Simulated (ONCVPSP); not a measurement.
**Cutoff test, nickel (Ni), ONCV**

ONCVPSP 4.0.1 input, shortened (lines: element, Z, core and valence counts, functional; n l f; lmax; l rc ep ncon nbas qcut; lloc lpopt rc5 dvloc0; l nproj debl; icmod fcfact rcfact), PBE, fully relativistic:

```
  Ni 28.00    5    2        4      upf
    1    0    2.00
    2    0    2.00
    2    1    6.00
    3    0    2.00
    3    1    6.00
    3    2    8.00
    4    0    2.00
    2
    0    2.50    0.00    4    8    2.80
    1    2.15    0.05    4    9    3.60
    2    1.15    0.00    3    7   15.60
    4    5    0.75    3.00
    0    2    4.00
    1    2    1.50
    2    1    2.20
    3    4.25    1.60
```

Open shells are filled in proportion to 2j + 1.

Task: For each optimised wave give the share of its norm inside rc, the residual kinetic energy above qcut (Ha) and the cutoffs (Ha) for errors of 10, 1, 0.1 and 0.01 mHa per electron.

Result:

```csv
wave,norm inside rc,residual KE,10 mHa,1 mHa,0.1 mHa,0.01 mHa
4s,0.453,9.4e-04,2.1,4.0,22.1,28.5
s projector 2,0.178,2.4e-01,25.4,36.9,43.2,61.2
p projector 1 j=3/2,0.222,8.2e-05,1.2,4.0,6.4,16.7
p projector 2 j=3/2,0.295,4.5e-03,5.6,28.6,72.7,85.8
p projector 1 j=1/2,0.229,1.0e-04,1.2,4.1,6.7,20.3
p projector 2 j=1/2,0.297,4.2e-03,5.5,18.6,71.4,83.0
3d j=5/2,0.695,2.3e-07,68.7,83.3,95.0,104.6
3d j=3/2,0.699,1.9e-07,68.9,83.4,95.1,104.7
```

The occupied waves need 83 Ha and 95 Ha for 1 and 0.1 mHa. Note: ghosts flagged at negative energy: s at -46.4 eV; GHOST(+) flagged for p3/2 at 25.7 eV, p1/2 at 28.4 eV. A true bound ghost makes a file unfit for plane-wave use. Its largest configuration-test error is -590 meV.
